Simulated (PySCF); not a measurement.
C4H5FN2.
SMILES: `n1(nccc1F)C`

Linear response at wB97X-D/def2-SVPD (PySCF, frozen core in the response, non-relativistic). Geometry: PBE0-D3(BJ)/def2-SVP; no solvent, vibrations or thermal averaging.

Static isotropic polarisability: 59.76 au (8.86 Å³), principal values 41.7, 62.8, 74.7 au.

Task: What is the polarisability at 1064 nm and at the sodium D line?

Result: 60.26 au at 1064 nm (+0.8 %), 61.43 au at 589.3 nm (+2.8 %). The rise at 589.3 nm is 3.38 times that at 1064 nm; a pure ω² law gives 3.26. The lowest singlet lies at 182 nm, shorter than both wavelengths.

Task: What is the isotropic C6 coefficient between two such molecules, C6 = (3/π)∫α(iω)² dω?

Result: 1569 au (Eh·bohr⁶) by a ten-point quadrature over imaginary frequencies, which is 937 eV·Å⁶ or 90.4 J·nm⁶/mol.

Task: Which effective excitation energy ω̄ makes London's formula C6 = (3/4)α²ω̄ exact here?

Result: ω̄ = 4·C6/(3α²) = 0.586 Eh = 15.9 eV. A one-pole form α(ω) = α/(1 − ω²/ω̄²) fitted to the 1064 nm value gives 12.9 eV.

Task: What molar refraction at the D line follows from R = (4π/3)·N_A·α′, with α′ the polarisability volume?

Result: α′ = 9.10 Å³ gives R = 22.96 cm³/mol, for isolated, non-vibrating species.

Task: The lowest 6 singlets have (eV, f): 6.80, 0.081; 7.03, 0.013; 7.11, 0.069; 7.12, 0.038; 7.43, 0.032; 7.90, 0.000. What share of the static polarisability do they carry in the sum over states α = Σ f/ω²?

Result: 3.48 au, 5.8 % of α; the largest term, 1.29 au, is that of the state at 6.80 eV. Their oscillator strengths add up to 0.23. Higher states carry the rest.

Task: What n − 1 at the D line would an ideal gas of it have at 273.15 K and 1 atm (2.6868 × 10¹⁹ cm⁻³), by n − 1 = 2π·N·α′?

Result: 15.37 × 10⁻⁴, a formal value whether or not that pressure can be reached.

Task: How many electrons N does the Slater–Kirkwood formula C6 = (3/4)·√N·α^(3/2) need to give this C6?

Result: N = (4·C6/3)²/α³ = 20.5; the species has 52 electrons in all.

Task: What three-body coefficient follows from the one-pole estimate C9 = (3/4)·α·C6?

Result: 70300 au. This is an estimate from the two numbers above, not a computed integral.

Task: What does −C6/R⁶ come to at R = 12 Å between centres?

Result: -30 J/mol. This is the leading, orientation-averaged term; C8 and higher terms are left out.

wB97X-D is run here without its empirical dispersion term; that term would change no orbital, density or response property at a fixed geometry.
